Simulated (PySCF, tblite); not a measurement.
Compound: C3H8O3Si2.
Structure used (GFN2-xTB), in Å, numbered top down from 1:
```
atom  x, y, z in Å
C1     2.610   -0.683    0.221
Si2    1.121    0.416    0.574
O3     0.015   -0.437    1.434
Si4   -1.585   -0.580    1.185
C5    -1.926    0.694   -0.205
C6    -0.870    0.528   -1.244
O7    -1.063    0.150   -2.364
O8     0.382    0.823   -0.830
H9     3.060   -1.032    1.144
H10    3.365   -0.131   -0.328
H11    2.338   -1.554   -0.372
H12    1.349    1.657    1.304
H13   -1.836   -1.949    0.753
H14   -2.228   -0.169    2.427
H15   -1.839    1.690    0.227
H16   -2.902    0.585   -0.670
```

The calculation used CAM-B3LYP/def2-SVPD in PySCF (dipole) on a GFN2-xTB geometry, gas phase.

Masses are those of the commonest isotopes; rigid-rotor values at the optimised geometry. The values belong to one conformer with, in the numbering `[CH3:1][Si@@H:2]1[O:3][SiH2:4][CH2:5][C:6](=[O:7])[O:8]1`, C1–Si2–O3–Si4 -132°, Si2–O3–Si4–C5 -8°, O3–Si4–C5–C6 45°, Si4–C5–C6–O7 114°.

**Question.** What are A, B and C (MHz)?

**Answer.** Ia = 259.17, Ib = 353.80, Ic = 532.17 u·Å²; 505379 MHz·u·Å²/I gives A = 1950, B = 1428, C = 949.7 MHz.

**Question.** Classify the top.

**Answer.** An asymmetric top. Ray's parameter κ = (2B − A − C)/(A − C) = -0.043; −1 is the prolate and +1 the oblate limit.

**Question.** What does the inertial defect say?

**Answer.** Not planar: Δ = Ic − Ia − Ib = -80.80 u·Å². For a rigid frame Δ = −2 Σ m c², so Σ m c² = 40.40 u·Å² lies off the ab plane: 13.01 from hydrogen and 27.39 from heavier atoms. The atom farthest from that plane is 1.87 Å away.

**Question.** Give the other two planar moments, Paa and Pbb, and the rms extents of the mass along the axes.

**Answer.** Paa = Σ m a² = (Ib + Ic − Ia)/2 = 313.40 and Pbb = Σ m b² = (Ia + Ic − Ib)/2 = 218.77 u·Å². With the mass M = 148.00 u, the rms extents √(P/M) along a, b and c are 1.46, 1.22, 0.52 Å.

**Question.** Predict some low-J microwave lines.

**Answer.** The dipole components are |μa| = 0.94 D, |μb| = 2.80 D, |μc| = 1.21 D. Intensities carry the squares of the components, which stand as 0.11 : 1.00 : 0.19 (a : b : c). Some lines, for components of 0.1 D or more:

| type | branch | J(Ka,Kc) | MHz | lower level (cm⁻¹) |
| --- | --- | --- | --- | --- |
| c | Q | 1(1,1) ← 1(0,1) | 522 | 0.079 |
| b | Q | 1(1,0) ← 1(0,1) | 1000 | 0.079 |
| a | R | 1(0,1) ← 0(0,0) | 2378 | 0.000 |
| b | Q | 4(2,2) ← 4(1,3) | 2568 | 0.872 |
| b | Q | 4(3,1) ← 4(2,2) | 2732 | 0.957 |
| b | Q | 5(3,2) ← 5(2,3) | 2745 | 1.391 |
| b | R | 1(1,1) ← 0(0,0) | 2900 | 0.000 |
| b | Q | 3(2,2) ← 3(1,3) | 3832 | 0.450 |
| b | R | 2(0,2) ← 1(1,1) | 4023 | 0.097 |
| a | R | 2(0,2) ← 1(0,1) | 4545 | 0.079 |
| b | Q | 5(2,4) ← 5(1,5) | 6158 | 1.065 |
| c | Q | 5(5,1) ← 5(4,1) | 6295 | 1.622 |
| c | R | 2(2,0) ← 1(1,0) | 7011 | 0.113 |
| a | R | 3(2,2) ← 2(2,1) | 7134 | 0.340 |
| b | R | 4(0,4) ← 3(1,3) | 8236 | 0.450 |
| b | R | 3(2,2) ← 2(1,1) | 8699 | 0.287 |
| a | R | 4(2,3) ← 3(2,2) | 9340 | 0.577 |
| b | R | 4(2,3) ← 3(1,2) | 10364 | 0.543 |
| b | R | 3(2,1) ← 2(1,2) | 11012 | 0.239 |
| c | R | 3(3,1) ← 2(2,1) | 11052 | 0.340 |
| b | R | 3(3,0) ← 2(2,1) | 11117 | 0.340 |
| a | R | 5(1,4) ← 4(1,3) | 11745 | 0.872 |
| a | R | 5(4,1) ← 4(4,0) | 12471 | 1.206 |
| b | R | 4(3,2) ← 3(2,1) | 12846 | 0.607 |
| c | R | 4(4,0) ← 3(3,0) | 14850 | 0.710 |
| b | R | 4(4,0) ← 3(3,1) | 14916 | 0.708 |
| c | R | 5(5,0) ← 4(4,0) | 18770 | 1.206 |
| b | R | 5(2,3) ← 4(1,4) | 19959 | 0.725 |

Its GFN2-xTB frequencies are all real (lowest 51 cm⁻¹). These are rigid-rotor constants of the computed structure; measured ground-state constants (B0) also hold zero-point vibration. A rigid rotor knows nothing of internal rotation, which can split or shift real lines.
